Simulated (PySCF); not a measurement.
Excitation energy of Ba by level of theory

Ba [Xe] 6s2 (1S) → Ba [Xe] 6s1 6p1 (3P), as a difference of total energies. Computed with PySCF 2.14 in def2-QZVPPD with the def2 core potential (46 electrons) (7s5p3d2f1g, 60 functions), with scalar relativity through the core potential. Correlated levels: valence: 5s2 5p6 frozen; valence and next inner shell: nothing frozen outside the core potential. The calculations carry no spin-orbit coupling.

Q: Order these methods by the excitation energy they give, lowest first.
A. MP2 (valence and next inner shell)
B. LC-wPBE
C. PBEsol
D. MP2 (valence)

A: B (1.137 eV), D (1.220 eV), C (1.541 eV), A (1.566 eV).

Errors of the correlated levels include the incompleteness of this basis and the frozen core.

For comparison: 1.622 eV (measured; NIST levels, between the centres of gravity of the two terms).
